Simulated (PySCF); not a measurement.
Predicted microwave data (PBE0-D3(BJ)/def2-SVP geometry optimisation, gas phase (PySCF)) for one isomer of C9H17N:

```
Rotational constants : A = 1703, B = 1256, C = 932.1 MHz
Dipole components    : |μa| = 0.34 D, |μb| = 0.36 D, |μc| = 0.06 D
Inertial defect      : -156.83 u·Å²
κ                    : -0.16
```

Question: Which candidate fits, each taken in the one conformer that was computed?
A. `[CH3:1][CH2:2][C@H:3]([C:4]#[N:5])[C:6]([CH3:7])([CH3:8])[CH2:9][CH3:10]` with C1–C2–C3–C4 -61°, C2–C3–C6–C7 -178°, C3–C6–C9–C10 -55°
B. `[CH2:1]=[CH:2][CH2:3][CH2:4][N:5]([CH3:6])[CH:7]1[CH2:8][CH2:9][CH2:10]1` with C1–C2–C3–C4 -117°, C2–C3–C4–N5 -171°, C3–C4–N5–C6 -68°, C4–N5–C7–C8 -64°, N5–C7–C8–C9 -140°, C7–C8–C9–C10 19°, C8–C9–C10–C7 -19°, N5–C7–C10–C9 140°
C. `[CH3:1][NH:2][C@:3]12[CH2:4][CH2:5][CH2:6][C@H:7]1[CH2:8][CH2:9][CH2:10]2` with C1–N2–C3–C4 -75°, N2–C3–C4–C5 -87°, C3–C4–C5–C6 -44°, C4–C5–C6–C7 41°, C5–C6–C7–C8 -139°
D. `[CH2:1]=[C:2]1[CH2:3][CH2:4][CH2:5][CH2:6][C@H:7]1[N:8]([CH3:9])[CH3:10]` with C6–C7–N8–C9 -55°, C1–C2–C3–C4 -119°, C2–C3–C4–C5 -52°, C3–C4–C5–C6 53°, C4–C5–C6–C7 -58°

Answer: D. It is C=C1CCCC[C@H]1N(C)C, an asymmetric top, point group C1. The candidates at the same level (rigid rotor, commonest isotopes):

```json
{"SMILES": "C=CCCN(C)C1CCC1", "A (MHz)": "3135", "B (MHz)": "572.9", "C (MHz)": "506.7", "μa (D)": "0.32", "μb (D)": "0.11", "μc (D)": "0.30", "Δ (u·Å²)": "-46.03", "point group": "C1", "rotor": "near-prolate asymmetric top"}
{"SMILES": "CC[C@H](C#N)C(C)(C)CC", "A (MHz)": "1523", "B (MHz)": "1075", "C (MHz)": "812.8", "μa (D)": "2.91", "μb (D)": "2.65", "μc (D)": "0.60", "Δ (u·Å²)": "-180.27", "point group": "C1", "rotor": "asymmetric top"}
{"SMILES": "C=C1CCCC[C@H]1N(C)C", "A (MHz)": "1703", "B (MHz)": "1256", "C (MHz)": "932.1", "μa (D)": "0.34", "μb (D)": "0.36", "μc (D)": "0.06", "Δ (u·Å²)": "-156.83", "point group": "C1", "rotor": "asymmetric top"}
{"SMILES": "CN[C@]12CCC[C@H]1CCC2", "A (MHz)": "1719", "B (MHz)": "1365", "C (MHz)": "984.3", "μa (D)": "0.02", "μb (D)": "0.85", "μc (D)": "0.08", "Δ (u·Å²)": "-150.75", "point group": "C1", "rotor": "asymmetric top"}
```

`CN[C@]12CCC[C@H]1CCC2` has B 9 % too high; `C=CCCN(C)C1CCC1` has A 84 % too high; `CC[C@H](C#N)C(C)(C)CC` has B 14 % too low. No structure here is proved a minimum.
